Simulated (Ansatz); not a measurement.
C₂H₆BFN₂ (`BN(C=N)CF`). The species carries charge 0 and has multiplicity 1.

Z-matrix (Å, degrees):
```
C
F 1 1.379
N 1 1.430 2 110.9
H 1 1.089 2 108.2 3 119.6
H 1 1.094 2 107.2 3 -120.8
C 3 1.410 1 117.3 2 -73.3
B 3 1.407 1 121.8 2 107.0
N 6 1.258 3 128.6 1 7.0
H 6 1.089 3 111.8 1 -172.8
H 7 1.192 3 118.4 1 178.7
H 7 1.193 3 118.7 1 -0.7
H 8 1.019 6 113.3 3 2.9
```

(1) Give the diagnostics of a CCSD(T)/def2-TZVPP run (frozen core, Ansatz). (Estimate.)

## Answers

(1) Ansatz gave: T1 = 0.0135, largest single amplitude 0.031, largest double 0.042, (T) share of the correlation energy 3.9 %, 10 CCSD cycles. The RHF solution is stable towards an unrestricted one. T1 lies under the customary mark of 0.02 for closed shells.
